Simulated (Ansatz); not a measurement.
Relaxation of C$_{4}$H$_{8}$BF (14 atoms, charge 0, multiplicity 1), to a largest force component of 0.015 eV/Å in at most 40 steps.

Level of theory: RKS PBE0-D4/cc-pVDZ in Ansatz.

```xyz
14
Properties=species:S:1:pos:R:3
B -1.731 -0.830 0.643
C -0.507 -0.996 -0.298
C 0.342 0.238 -0.292
C 1.667 0.290 0.602
C 0.080 1.298 -1.056
F -1.016 1.329 -1.847
H -1.617 -0.569 1.789
H -2.826 -0.824 0.161
H -0.823 -1.207 -1.292
H 0.058 -1.875 0.102
H 1.686 -0.653 1.219
H 2.523 0.414 0.001
H 1.464 1.159 1.298
H 0.686 2.198 -1.000
```

Problem. Where does it end, and by what steps?

Solution. It converged. After 14 steps the energy has fallen by 0.615 eV; H8 moved furthest, 0.81 Å.

```tsv
step	energy less start (eV)	largest force component (eV/Å)	accepted
0	0.0000	4.194	yes
1	-0.2298	1.512	yes
2	-0.3538	0.431	yes
3	-0.3789	1.176	yes
4	-0.4094	0.646	yes
5	-0.4483	0.654	yes
6	-0.4736	0.637	yes
7	-0.5197	0.697	yes
8	-0.5908	0.331	yes
9	-0.6055	0.311	yes
10	-0.6070	0.202	yes
11	-0.6145	0.070	yes
12	-0.6150	0.051	yes
13	-0.6150	0.047	yes
14	-0.6153	0.005	yes
```

```xyz
14
Properties=species:S:1:pos:R:3
B -1.419 -0.618 0.512
C -0.358 -1.203 -0.486
C 0.297 0.137 -0.275
C 1.448 0.255 0.678
C -0.203 1.245 -0.855
F -1.164 1.202 -1.779
H -1.205 -0.638 1.702
H -2.430 -0.118 0.088
H -0.699 -1.354 -1.515
H 0.287 -2.015 -0.135
H 1.228 -0.259 1.624
H 2.342 -0.223 0.243
H 1.695 1.303 0.903
H 0.169 2.257 -0.677
```

Whether the end is a true minimum wasn't checked by a vibrational analysis.

Time of the run: 62 s on 2 threads of Arm Neoverse V1 (shared host), peak memory 0.29 GiB.
